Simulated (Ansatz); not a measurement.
The cluster Ti4Si, relaxed as a singlet with RKS PBE-D4/def2-SVP in Ansatz, starting from the GFN1-xTB geometry. Force threshold 0.02 eV/Å.

The restricted singlet is unstable towards broken spin symmetry at other levels; at PBE-D4/def2-SVP this wasn't settled. At PBE-D4/def2-SVP a quintet of charge 0 lies 0.43 eV below the restricted singlet, each at its own geometry. The structure comes from a short search, and lower isomers may exist.

Start:

Cartesian coordinates in Å:
```
Ti 0.1859 -2.0519 -1.2953
Ti 1.4135 0.2508 -0.7252
Ti -1.3554 -0.7388 0.4565
Ti 0.4917 0.7092 1.7419
Si -0.7357 1.8307 -0.1779
```

**Question.** Estimate the energy that the relaxation releases and the steps that it takes.

**Answer.** 2.65 eV, in 15 steps; 43 s on 4 threads of Arm Neoverse V2 on a shared host. No frequencies were taken in this run, so the end may be a saddle point.

**Question.** Does the start keep its bonding and symmetry?

**Answer.** Bonds formed: Ti1–Ti4 (atoms count from 1). Point group Cs at the start, Cs at the end, both within 0.05 Å.

**Question.** Predict the relaxed structure.

**Answer.** 
Cartesian coordinates in Å:
```
Ti 0.391 -1.964 -0.219
Ti 0.969 0.469 -1.019
Ti -1.348 -0.502 -0.223
Ti 0.699 0.160 1.299
Si -0.710 1.837 0.162
```
Bond lengths (bridged metal pairs left out): 6 × Ti–Ti 2.27 to 2.64 Å; 3 × Si–Ti 2.45 to 2.47 Å.
